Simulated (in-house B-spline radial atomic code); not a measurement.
Rb⁺. Computed with a B-spline radial atomic code. Model: non-relativistic spherical atom: semilocal Troullier-Martins pseudo-atom, one channel per l, against all electrons, high spin, G0W0 and RPA with empty states to l = 8, local potential for every l without a channel, a model core (radius 0 = none) keeps its share of the functional.

Without relativity these are model numbers for so heavy an element.

What the tables leave out is listed at the end.

The pseudopotential gives back the lowest level of each angular momentum of its own functional in the configuration it was made in; a second state of the same l is only approximately right. Exact exchange, RPA and GW see the smooth pseudo-orbitals and miss the exchange with the core, for which the functional's share stands in. The column with an uncorrelated core keeps all orbitals and exact exchange, and so separates missing core correlation from pseudisation. Only the three outermost levels and the lowest empty one were computed. RPA here is direct RPA, with no exchange kernel, and its energies carry an (l + 1/2)⁻⁴ tail. A hybrid on a potential with a model core restores only its own semilocal share of the core's exchange.

Command:
```bash
python run_psgw.py task.json out
```
Settings (lengths in bohr, energies in hartree):
```
Z                      37
electrons              36
configuration          [Ar] 3d10 4s2 4p6
generated_in           [Ar] 3d10 4s2 4p6
functional             lda,vwn
core_shells            6
radius_factor          0.9
core_correction        False
```

Run time, properties included: 25 s on 1 thread of Arm Neoverse N1, with other jobs on the host.

Given: made with LDA VWN5; model core radius 0 bohr; local radius 1.328 bohr; mean-field start LDA VWN5.

Valence shells of the generating configuration: 4s, 4p.

Channel: s 1.159, p 1.28, d 2.286 (radii in bohr).

Computed: largest level miss in the spin-unpolarised generating configuration 0 eV; valence RPA correlation energy all-electron orbitals -0.38559 hartree; valence RPA correlation energy pseudo -0.41099 hartree; all-electron RPA polarisability, core included 8.5332 bohr³.

```csv
level,occupied,mean-field all-electron (eV),mean-field pseudo minus all (eV),G0W0 all-electron (eV),G0W0 uncorrelated core minus all (eV),G0W0 pseudo minus all (eV),exchange self-energy all-electron (eV),exchange self-energy pseudo (eV)
4p,1,-21.792,0,-27.436,0.215,-0.208,-24.715,-20.832
5s (empty),0,-5.8866,-0.033,-3.9088,0.043,-0.047,-1.5349,-0.96248
```

What is the pseudo-atom RPA polarisability?

8.5504 bohr³.

Given: mean-field start PBE0.

Computed: valence RPA correlation energy pseudo -0.38404 hartree; all-electron RPA polarisability, core included 7.7281 bohr³; pseudo-atom RPA polarisability 7.6252 bohr³.

```csv
level,occupied,mean-field all-electron (eV),mean-field pseudo minus all (eV),G0W0 all-electron (eV),G0W0 uncorrelated core minus all (eV),G0W0 pseudo minus all (eV),exchange self-energy all-electron (eV),exchange self-energy pseudo (eV)
4p,1,-23.384,-0.11,-27.611,0.211,-0.067,-24.595,-20.962
5s (empty),0,-5.2928,-0.024,-4.0155,0.034,-0.013,-1.2219,-0.77976
```

What is the valence RPA correlation energy all-electron orbitals?

-0.35961 hartree.

Given: mean-field start Hartree-Fock.

Computed: valence RPA correlation energy all-electron orbitals -0.30062 hartree; all-electron RPA polarisability, core included 6.2695 bohr³; pseudo-atom RPA polarisability 6.1544 bohr³.

```json
{"level": "4p", "occupied": "1", "mean-field all-electron (eV)": "-27.445", "mean-field pseudo minus all (eV)": "-0.13", "G0W0 all-electron (eV)": "-27.993", "G0W0 uncorrelated core minus all (eV)": "0.202", "G0W0 pseudo minus all (eV)": "0.005", "exchange self-energy all-electron (eV)": "-24.305", "exchange self-energy pseudo (eV)": "-20.94"}
{"level": "4s", "occupied": "1", "mean-field all-electron (eV)": "-46.843", "mean-field pseudo minus all (eV)": "-0.135", "G0W0 all-electron (eV)": "-44.191", "G0W0 uncorrelated core minus all (eV)": "0.214", "G0W0 pseudo minus all (eV)": "0.133", "exchange self-energy all-electron (eV)": "-31.789", "exchange self-energy pseudo (eV)": "-27.034"}
{"level": "5s (empty)", "occupied": "0", "mean-field all-electron (eV)": "-3.7334", "mean-field pseudo minus all (eV)": "-0.017", "G0W0 all-electron (eV)": "-4.0385", "G0W0 uncorrelated core minus all (eV)": "0.016", "G0W0 pseudo minus all (eV)": "-0.011", "exchange self-energy all-electron (eV)": "-0.59332", "exchange self-energy pseudo (eV)": "-0.3998"}
```

What is the valence RPA correlation energy pseudo?

-0.32128 hartree.

Among the listed levels the largest G0W0 shift of the pseudo-atom is -0.21 eV, for 4p on the LDA VWN5 start, while leaving the core uncorrelated moves that level by +0.21 eV. The rest, -0.42 eV, comes from pseudisation and the lost core exchange. Not in the tables (levels of low weight, unsolved or above zero; the highest and the empty levels are kept at any weight): on LDA the G0W0 levels 4s (pseudo minus all +0.06 eV, weights 0.39 and 0.39); on PBE0 the G0W0 levels 4s (pseudo minus all +0.50 eV, weights 0.52 and 0.22).
